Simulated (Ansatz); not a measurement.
Cartesian coordinates (Å):
```xyz
4

O      1.3195    -0.4324    -0.3401
C      0.5369     0.4278    -0.5330
O     -0.7743     0.4412    -0.4219
H     -1.0821    -0.4365    -0.1278
```
Charge 0, spin multiplicity 2.

Calculation: frozen-core CCSD(T)/def2-TZVPP // PBE0-D3(BJ)/def2-TZVP in Ansatz (a quantum-chemistry and plane-wave program).

The HF energy comes out as -188.21532 Ha and the MP2 correlation energy is -0.59490 Ha.

### Question
Estimate the CCSD correlation energy, the (T) correction, the total energy and the T1 diagnostic.

### Answer

| Property | Value |
|---|---|
| CCSD correlation energy | -0.59912 Ha |
| (T) correction | -0.02590 Ha |
| CCSD(T) total energy | -188.84033 Ha |
| T1 diagnostic | 0.022 |
